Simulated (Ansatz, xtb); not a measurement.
System: C₄H₇, charge -1, multiplicity 1. It need not be the lowest isomer of its formula. Whether it binds its extra electron was not tested at this geometry. 
Structure (B3LYP-D3(BJ)/def2-TZVP (Ansatz, a program for electronic structure) minimum search):
```xyz
11

C     -1.9161     0.1290    -0.0241
C     -0.5038     0.3904     0.4513
C      0.4495    -0.2301    -0.2509
C      1.9312    -0.1269     0.0283
H     -1.9976    -0.5532    -0.9080
H     -2.4241     1.0659    -0.2949
H     -2.5301    -0.3091     0.7762
H      0.2117    -0.8890    -1.1204
H      2.0876     0.5307     0.8880
H      2.4971     0.2834    -0.8241
H      2.3902    -1.1029     0.2557
```
Charge -1, spin multiplicity 1.

Harmonic wavenumbers from GFN2-xTB (xtb, at its own minimum), cm⁻¹: 153, 201, 250, 278, 493, 791, 848, 973, 981, 1003, 1036, 1088, 1307, 1376, 1384, 1514, 1522, 1522, 1528, 1596, 2342, 2606, 2803, 2842, 2848, 2874, 2979.

Give the harmonic wavenumbers at B3LYP-D3(BJ)/def2-TZVP (Ansatz, finite differences of forces, unscaled).

175, 230, 265, 297, 512, 773, 845, 995, 1012, 1021, 1053, 1104, 1292, 1353, 1361, 1455, 1467, 1476, 1478, 1609, 2720, 2758, 2921, 2931, 2956, 2967, 3050 cm⁻¹. Zero-point energy 57.3 kcal/mol.

From these and the geometry, give the ideal-gas thermochemistry at 298.15 K and 1 atm (rigid rotor, harmonic oscillator).

Point group Cs, rotational symmetry number 1. Rotational constants 38.22, 3.845, 3.65 GHz. S(trans) 37.94, S(rot) 23.91, S(vib) 8.88, S(elec, spin only) 0.00, S 70.7 cal/(mol K). H(298) - H(0) 3.99 kcal/mol; G - E(el) 40.2 kcal/mol.
